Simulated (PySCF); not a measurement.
SiSb: from constants to spectrum

PBE0 constants of SiSb, ²Π (doublet), unpaired electrons π ↑ (Si def2-SVPD, Sb def2-SVPD with ECP28; scalar-relativistic core potentials (PySCF 2.14); masses 27.9769 and 120.9038 u):

- ωe: 429.7 cm⁻¹
- ωexe: 2.0 cm⁻¹
- Be: 0.13054 cm⁻¹
- αe: 0.000527 cm⁻¹
- D (centrifugal): 4.82e-08 cm⁻¹
- De to Si + Sb: 2.77 eV

(1) Give the vibrational terms G(v) and spacings up to v = 3.

(2) How well does the Morse estimate ωe²/(4ωexe) reproduce De, and what is D0?

These are scalar-relativistic numbers at best; spin–orbit coupling would shift them, the dissociation energy most. The state is the lowest determinant that a PBE0 search found; another state may lie lower at other levels.

Results:

(1) G(v) = ωe(v+½) − ωexe(v+½)².

```json
{"v": "0", "G(v) (cm⁻¹)": "214", "G(v) − G(v−1)": "", "Bv (cm⁻¹)": "0.1303"}
{"v": "1", "G(v) (cm⁻¹)": "640", "G(v) − G(v−1)": "426", "Bv (cm⁻¹)": "0.1297"}
{"v": "2", "G(v) (cm⁻¹)": "1062", "G(v) − G(v−1)": "422", "Bv (cm⁻¹)": "0.1292"}
{"v": "3", "G(v) (cm⁻¹)": "1479", "G(v) − G(v−1)": "418", "Bv (cm⁻¹)": "0.1287"}
```

(2) It gives 2.86 eV, 103 % of the computed De. D0 = De − G(0) = 2.77 − 0.03 = 2.74 eV.
